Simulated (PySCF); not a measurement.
Job file and geometry (Å, from GFN2-xTB) of an NMR shielding run on SMILES CB1OBOB(O[SiH3])O1, CH₇B₃O₄Si, GIAO PBE0/pcSseg-1 NMR shielding, non-relativistic, gas phase in PySCF; density fitting, a coarse starting grid and PySCF grid level 2 are the driver's defaults:

```
{"job": {"kind": "nmr", "xc": "PBE0", "basis": "pcSseg-1"}, "charge": 0, "multiplicity": 1}
C     -2.483524     1.023062     0.912921
B     -1.470315     0.261579    -0.040471
O     -1.906206    -0.327563    -1.199853
B     -1.039899    -0.971458    -2.022871
O      0.275943    -1.045394    -1.706960
B      0.742041    -0.464693    -0.553231
O      2.030123    -0.537579    -0.252113
Si     3.162720    -0.146088     0.839028
O     -0.142797     0.188876     0.272694
H     -3.513048     0.751899     0.702930
H     -2.392064     2.098062     0.775158
H     -2.274930     0.821198     1.959298
H     -1.426243    -1.464573    -3.010318
H      2.694057     0.854097     1.799565
H      3.491730    -1.404465     1.509588
H      4.244815     0.371983     0.003225
```

**Question.** What does the program print?

**Answer.** 
```
coarse grid: 14656 points
cycle   1  E = -706.6820419178  dE =  1.523e+00  |g| = 1.159e+00  |ddm| = 3.606e+00
cycle   2  E = -706.4755779470  dE =  2.065e-01  |g| = 1.588e+00  |ddm| = 1.600e+00
cycle   3  E = -706.9137549152  dE = -4.382e-01  |g| = 1.002e-01  |ddm| = 1.010e+00
cycle   4  E = -706.9153851921  dE = -1.630e-03  |g| = 4.993e-02  |ddm| = 9.277e-02
cycle   5  E = -706.9158277468  dE = -4.426e-04  |g| = 1.356e-02  |ddm| = 3.187e-02
cycle   6  E = -706.9158600734  dE = -3.233e-05  |g| = 2.648e-03  |ddm| = 9.407e-03
cycle   7  E = -706.9158614423  dE = -1.369e-06  |g| = 6.937e-04  |ddm| = 2.065e-03
final grid: 139200 points
cycle   8  E = -707.0047662240  dE = -5.675e-05  |g| = 1.190e-02  |ddm| = 2.377e-02
cycle   9  E = -707.0047458745  dE =  2.035e-05  |g| = 1.617e-02  |ddm| = 1.452e-02
cycle  10  E = -707.0047913303  dE = -4.546e-05  |g| = 7.456e-04  |ddm| = 8.804e-03
cycle  11  E = -707.0047914368  dE = -1.066e-07  |g| = 2.609e-04  |ddm| = 6.526e-04
cycle  12  E = -707.0047914482  dE = -1.134e-08  |g| = 9.393e-05  |ddm| = 1.854e-04
cycle  13  E = -707.0047914496  dE = -1.452e-09  |g| = 2.420e-05  |ddm| = 6.857e-05
cycle  14  E = -707.0047914497  dE = -1.162e-10  |g| = 4.716e-06  |ddm| = 1.845e-05
converged SCF energy = -707.0047914497

GIAO shielding tensors (ppm)
atom      isotropic    diamagn.    paramagn.     s11        s22        s33       span
  0 C      186.681     254.779     -68.097    179.938    181.778    198.327     18.389
  1 B       67.460     195.250    -127.790     35.881     78.392     88.106     52.224
  2 O      120.696     394.692    -273.996    -63.471    100.663    324.897    388.368
  3 B       73.776     195.341    -121.565     59.473     68.633     93.221     33.748
  4 O      147.102     394.730    -247.628      5.711    118.306    317.289    311.578
  5 B       86.602     199.920    -113.318     75.475     87.982     96.349     20.875
  6 O      262.132     397.451    -135.319    176.675    278.885    330.835    154.160
  7 Si     390.674     879.711    -489.037    356.140    358.263    457.618    101.478
  8 O      150.169     398.771    -248.602     14.436    122.982    313.089    298.653
  9 H       31.286      29.109       2.177     26.689     29.273     37.896     11.207
 10 H       31.157      30.634       0.523     27.451     28.600     37.419      9.969
 11 H       31.255      31.877      -0.622     26.828     29.572     37.366     10.538
 12 H       27.295      29.239      -1.944     23.714     26.672     31.500      7.787
 13 H       26.294      30.035      -3.741     22.710     25.835     30.337      7.627
 14 H       26.556      28.747      -2.191     23.180     24.824     31.666      8.485
 15 H       26.574      28.358      -1.784     22.971     24.940     31.810      8.839
```

Size and cost of the density-fitted run: 195 basis functions, 30 s wall time on 1 thread of an Arm Neoverse V1, shared host.
